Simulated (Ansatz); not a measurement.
The cluster As₃⁺. The state is a triplet with charge 1. Geometry r2SCAN-D4/def2-TZVP; atoms count from 1.

Cartesian coordinates in Å:
```
As -1.0245 -0.6325 0.0972
As -0.0531 1.3454 0.6903
As 1.0776 -0.7129 -0.7875
```

At PBE0-D4/def2-TZVP a singlet of charge 1 lies 1.56 eV below the triplet, each at its own geometry. The structure comes from a short search, and lower isomers may exist.

Problem. Estimate the Mulliken populations from the PBE0/def2-TZVP orbitals of Ansatz.

Solution. 
```json
{"atom": "As1", "charge (e)": "0.30", "spin (α − β)": "-0.26"}
{"atom": "As2", "charge (e)": "0.35", "spin (α − β)": "1.13"}
{"atom": "As3", "charge (e)": "0.35", "spin (α − β)": "1.13"}
```
Mulliken values depend strongly on the basis.

Problem. Where does the spin sit?

Solution. Summed by element: As 2.00, of 2 unpaired in all. Largest on single atoms: As2 1.13, As3 1.13, As1 -0.26.

Problem. And the Mayer bond orders between heavy atoms (over 0.3)?

Solution. As1–As2 1.46 (2.28 Å); As1–As3 1.46 (2.28 Å); As2–As3 0.76 (2.77 Å).
